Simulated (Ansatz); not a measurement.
Geometry optimisation, UKS BLYP/STO-3G (Ansatz).

Input file:

```yaml
crystal:
  periodic: [false, false, false]
  atoms:
    - { symbol: C, position_ang: [-0.6983, -2.7556, 0.5555] }
    - { symbol: C, position_ang: [-0.4385, -1.5702, 0.002] }
    - { symbol: C, position_ang: [-0.1555, -0.422, -0.5523] }
    - { symbol: F, position_ang: [-0.0185, -0.2947, -1.8918] }
    - { symbol: B, position_ang: [0.2172, 0.7988, 0.3469] }
    - { symbol: C, position_ang: [0.5962, 2.2188, -0.2884] }
    - { symbol: H, position_ang: [-0.9534, -3.5577, -0.08] }
    - { symbol: H, position_ang: [-0.7337, -2.7931, 1.6135] }
    - { symbol: H, position_ang: [0.1926, 0.7187, 1.5845] }
    - { symbol: H, position_ang: [0.8027, 2.9451, 0.5369] }
    - { symbol: H, position_ang: [-0.2554, 2.5636, -0.8928] }
    - { symbol: H, position_ang: [1.5216, 2.093, -0.8999] }
magnetization:
  spin_polarized: true
basis:
  gaussian: { orbitals: STO-3G }
hamiltonian:
  xc: blyp
relax:
  f_tol: 0.02
  max_steps: 40
```

Command:

```bash
$ ansatz run input.yaml --threads 1 --pin off --max-ram 2048MiB --backend cpu --events-out ev --progress --plain --runs-dir out
```

**Question.** Where does it end, and by what steps?

**Answer.** The forces met the threshold. The force dipped under the threshold on the way, but the program's further checks kept it going. Limits of this set-up: minimal basis. After 26 steps the energy has fallen by 2.538 eV; H7 moved furthest, 1.01 Å.

```csv
step,energy less start (eV),largest force component (eV/Å),accepted
0,0.0000,5.015,yes
1,-0.7213,1.975,yes
2,-1.1124,1.486,yes
3,-1.5651,1.515,yes
4,-1.9742,1.239,yes
5,-2.2754,0.977,yes
6,-2.4338,0.869,yes
7,-2.4799,0.622,yes
8,-2.4939,0.511,yes
9,-2.5073,0.195,yes
10,-2.5226,0.162,yes
11,-2.5277,0.153,yes
12,-2.5284,0.094,yes
13,-2.5317,0.251,yes
14,-2.5302,0.294,no
15,-2.5339,0.079,yes
16,-2.5350,0.044,yes
17,-2.5202,0.603,no
18,-2.5310,0.127,no
19,-2.5362,0.014,yes
20,-2.5362,0.172,yes
21,-2.5357,0.093,no
22,-2.5374,0.068,yes
23,-2.5379,0.026,yes
24,-2.5381,0.021,yes
25,-2.5366,0.119,no
26,-2.5382,0.019,yes
```

```xyz
12
Properties=species:S:1:pos:R:3
C -0.718 -2.763 0.572
C -0.257 -1.648 0.025
C 0.198 -0.468 -0.491
F 0.857 -0.467 -1.729
B -0.006 0.871 0.277
C 0.516 2.250 -0.300
H -1.746 -3.135 0.382
H -0.104 -3.386 1.256
H -0.569 0.832 1.315
H 1.197 2.742 0.429
H -0.335 2.954 -0.433
H 1.045 2.161 -1.268
```

Whether the end is a true minimum wasn't checked by a vibrational analysis.

Run time: 92 s on 1 thread of Arm Neoverse V2 (shared host), peak memory 0.15 GiB.
